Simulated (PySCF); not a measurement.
The same groups moved round the core (propene hydroxy+silyl). Isolated molecules, 0 K electronic values unless said otherwise. One relaxed conformer stands for each flexible species; it need not be the lowest. Strings in code marks are SMILES.

The HOMO from two functionals at the same geometries (PBE0-D3(BJ)/def2-TZVP), both in PySCF: PBE-D3(BJ)/def2-TZVP and PBE0-D3(BJ)/def2-TZVP. 

```tsv
species	PBE0-D3(BJ)/def2-TZVP (eV)
`O/C(=C\C)[SiH3]` (Si–C–O–H torsion 180°)	-6.63
`O/C=C/C[SiH3]` (H–O–C–C torsion -1°, C–C–C–Si torsion -111°)	-6.36
`C(=C\CO)/[SiH3]` (H–O–C–C torsion 58°, O–C–C–C torsion -126°)	-7.79
`C(/[SiH3])=C/CO` (H–O–C–C torsion 73°, O–C–C–C torsion 8°)	-7.62
```

Task: What does PBE-D3(BJ)/def2-TZVP give for each?

Result: 
- `O/C(=C\C)[SiH3]` (Si–C–O–H torsion 180°): -5.46
- `O/C=C/C[SiH3]` (H–O–C–C torsion -1°, C–C–C–Si torsion -111°): -5.21
- `C(=C\CO)/[SiH3]` (H–O–C–C torsion 58°, O–C–C–C torsion -126°): -6.37
- `C(/[SiH3])=C/CO` (H–O–C–C torsion 73°, O–C–C–C torsion 8°): -6.46
Over these rows, drawn at random from the members with no instability flagged (it was tested for open shells, ions and some series alone), PBE minus PBE0-D3(BJ): mean +1.22 eV, from +1.16 eV to +1.41 eV.
